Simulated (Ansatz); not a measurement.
The cluster Hg3S2⁺. The state is a doublet with charge 1. Geometry PBE-D4/def2-SVP; atoms count from 1.

```xyz
5

Hg   -0.446    3.760    0.830
Hg   -0.433   -1.570    0.153
Hg   -1.181   -4.415    0.395
S     1.783    1.190   -1.291
S     0.277    1.035   -0.087
```

In the def2 sets Hg takes a core potential; there is no spin–orbit coupling. The structure comes from a short search, and lower isomers may exist.

Question: Estimate the Mulliken populations from the PBE0/def2-TZVP orbitals of Ansatz.

Answer: 
```tsv
atom	charge (e)	spin (α − β)	d electrons
Hg1	0.23	0.00	9.99
Hg2	0.35	-0.08	9.97
Hg3	0.27	-0.07	9.98
S4	0.11	0.76	–
S5	0.04	0.39	–
```
Mulliken values depend strongly on the basis.

Question: Where does the spin sit?

Answer: Summed by element: Hg -0.15, S 1.15, of 1 unpaired in all. Largest on single atoms: S4 0.76, S5 0.39, Hg2 -0.08.

Question: And the Mayer bond orders between heavy atoms (over 0.3)?

Answer: Hg2–Hg3 0.33 (2.95 Å); Hg2–S5 0.49 (2.71 Å); S4–S5 1.83 (1.93 Å).
